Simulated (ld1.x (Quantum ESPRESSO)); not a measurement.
## Which change was made? (N, TM)

| Quantity | Value |
| --- | --- |
| Element | N |
| Generator | ld1.x (Quantum ESPRESSO) 7.5 |
| Type | norm-conserving Troullier–Martins (Kleinman–Bylander form) |
| Functional | PBE |
| Relativity | scalar-relativistic |
| Frozen core | [He] |
| Valence charge | 5 |
| Reference configuration | 2s2 2p3 |
| Partial waves | 2s (bound): rc 1.05 bohr; 2p (bound): rc 1.50 bohr |
| Local potential | the p channel |
| Core correction | a·sin(br)/r model core, default radius (core density twice the valence density) |

Cutoffs, loose and tight: the cutoffs (Ry, on a coarse ladder) from which the occupation-weighted sum of valence levels, in a spherical-Bessel basis at the reference potential, stays within 10 and 1 mRy of its value at 400 Ry. They do not see the model core or the augmentation charge, which bear on the density cutoff. Test errors are all-electron minus pseudo excitation energies from the reference, over the configurations 2s2 2p2; 2s2 2p1; 2s2 2p0; 2s1 2p4; 2s1 2p0; 2s1 2p3; 2s0 2p5; variants that change the core or the reference have their own tests.

The base gives: outcome: generated; cutoff, loose: 55 Ry; cutoff, tight: 120 Ry; bound ghosts: none; largest test error (meV): +973.

**Question.** After one change the result is: outcome: generated; cutoff, loose: 120 Ry; cutoff, tight: 260 Ry; bound ghosts: none; largest test error (meV): +960. Which change was it?
A. wave 2s (bound): rc 1.05 bohr becomes 2s (bound): rc 0.72 bohr
B. all radii but the core radius scaled by about 1.23 (s 1.30, p 1.84 bohr)
C. all radii but the core radius scaled by about 1.13 (s 1.18, p 1.70 bohr)

**Answer.** A. The others give: all radii but the core radius scaled by about 1.23 (s 1.30, p 1.84 bohr) → outcome: generated; cutoff, loose: 40 Ry; cutoff, tight: 90 Ry; bound ghosts: none; largest test error (meV): +1953 | all radii but the core radius scaled by about 1.13 (s 1.18, p 1.70 bohr) → outcome: generated; cutoff, loose: 45 Ry; cutoff, tight: 100 Ry; bound ghosts: none; largest test error (meV): +1492.
